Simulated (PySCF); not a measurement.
C₅H₆O. Atoms are numbered in the order given.

```xyz
12

C      0.0352    -2.1526     0.0000
C      0.0558    -0.8089     0.0000
C      1.1972     0.1004     0.0000
C      0.7159     1.3612     0.0000
O     -0.6329     1.4575     0.0000
C     -1.1559     0.1128     0.0000
H      0.9631    -2.7288     0.0000
H     -0.9041    -2.7113     0.0000
H      2.2454    -0.1899     0.0000
H      1.2460     2.3143     0.0000
H     -1.7883    -0.0109    -0.8944
H     -1.7883    -0.0109     0.8944
```

Coordinates come from a B3LYP-D3(BJ)/def2-SVP optimisation. One conformer was computed; it need not be the lowest.

These are KT2/pcSseg-1 in PySCF values and carry that method's errors.

GIAO shieldings, no solvent; atoms listed in one row are averaged. δ = σ(ref) − σ: ¹³C against TMS (σ = 185.1 ppm); ¹⁷O against H2O (σ = 330.4 ppm); ¹H against TMS (σ = 31.47 ppm), references at their B3LYP-D3(BJ)/def2-TZVP geometries, non-relativistic.

```json
[
 {"nucleus": "¹³C", "atoms": "C4", "count": "1", "δ (ppm)": "156.0"},
 {"nucleus": "¹³C", "atoms": "C2", "count": "1", "δ (ppm)": "148.8"},
 {"nucleus": "¹³C", "atoms": "C3", "count": "1", "δ (ppm)": "106.2"},
 {"nucleus": "¹³C", "atoms": "C1", "count": "1", "δ (ppm)": "92.1"},
 {"nucleus": "¹³C", "atoms": "C6", "count": "1", "δ (ppm)": "79.3"},
 {"nucleus": "¹⁷O", "atoms": "O5", "count": "1", "δ (ppm)": "165.4"},
 {"nucleus": "¹H", "atoms": "H10", "count": "1", "δ (ppm)": "6.93"},
 {"nucleus": "¹H", "atoms": "H9", "count": "1", "δ (ppm)": "5.81"},
 {"nucleus": "¹H", "atoms": "H7", "count": "1", "δ (ppm)": "5.20"},
 {"nucleus": "¹H", "atoms": "H11, H12", "count": "2", "δ (ppm)": "5.13"},
 {"nucleus": "¹H", "atoms": "H8", "count": "1", "δ (ppm)": "4.95"}
]
```
